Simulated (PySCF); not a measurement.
Sn(OMe)2 (C₂H₆O₂Sn), SMILES C[O][Sn][O]C (connectivity only; charge and spin as stated), neutral, multiplicity 1.

Geometry: PBE0-D3(BJ)/def2-SVP. The structure was generated by enumeration; whether it is a known compound was not checked. The def2 effective core potentials stand for the cores of Sn; spin–orbit coupling is left out. Other conformers were not sampled.

Vertical ionisation energy (IE) and electron affinity (EA) in eV. Rows of orbital energies are one-electron estimates. Where ΔSCF, EOM or ADC give a negative EA the extra electron is unbound and the value depends on the basis.

| level | IE | EA |
|---|---|---|
| −ε(HOMO), −ε(LUMO), B3LYP/def2-TZVP (PySCF) | … | … |
| −ε(HOMO), −ε(LUMO), PBE/def2-TZVP (PySCF) | 5.92 | 2.64 |

Task: Complete the blanks. (The exact figures need the calculation; the answer reports its results.)

Result: 
- −ε(HOMO), −ε(LUMO), B3LYP/def2-TZVP (PySCF), IE: 7.16
- −ε(HOMO), −ε(LUMO), B3LYP/def2-TZVP (PySCF), EA: 2.23
